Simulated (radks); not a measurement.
The numbers below are computed, except where a source is named.
Valence configurations of Ir III (all share [Xe]). Level of theory: scalar-relativistic Kohn-Sham, PBEsol, spin-polarised, spherical densities, point nucleus; open shells are filled with parallel spins first (spin-orbit coupling, left out, can overturn this in heavy ions) (a radial shooting solver on a logarithmic mesh with Libxc functionals). Energies are relative to 4f14 5d7; eigenvalues in eV for spin up.

4f14 5d7: E (eV) 0.000; moment (Bohr magnetons) 3; e(4f) -79.950; e(5d) -25.303
4f14 5d6.5 6s0.5: E (eV) 0.574; moment (Bohr magnetons) 4; e(4f) -81.702; e(5d) -26.715; e(6s) -22.972
4f14 5d5 6s2: E (eV) 5.202; moment (Bohr magnetons) 5; e(4f) -87.287; e(5d) -30.845; e(6s) -24.934
4f13.5 5d7 6p0.5: E (eV) 34.298; moment (Bohr magnetons) 4; e(4f) -88.216; e(5d) -28.057; e(6p) -15.491
4f13.5 5d6 6s1 6p0.5: E (eV) 36.515; moment (Bohr magnetons) 6; e(4f) -91.908; e(5d) -30.958; e(6p) -16.662; e(6s) -25.257
4f13 5d7 6p1: E (eV) 71.918; moment (Bohr magnetons) 5; e(4f) -96.698; e(5d) -30.877; e(6p) -16.600
4f13.5 5d7.5: E (eV) 29.264; moment (Bohr magnetons) 3; e(4f) -85.625; e(5d) -25.925
4f12 5d9: E (eV) 130.11; moment (Bohr magnetons) 3; e(4f) -103.23; e(5d) -27.740
4f14 5d6 6s1: E (eV) 1.105; moment (Bohr magnetons) 5; e(4f) -83.488; e(5d) -28.126; e(6s) -23.821
4f13.5 5d6.5 6p1: E (eV) 39.585; moment (Bohr magnetons) 5; e(4f) -90.824; e(5d) -30.168; e(6p) -16.525

NIST lists [Xe] 4f14 5d7 as the ground configuration; this level of theory agrees among the configurations tried. The energies are those of spherical high-spin densities, not of single terms.
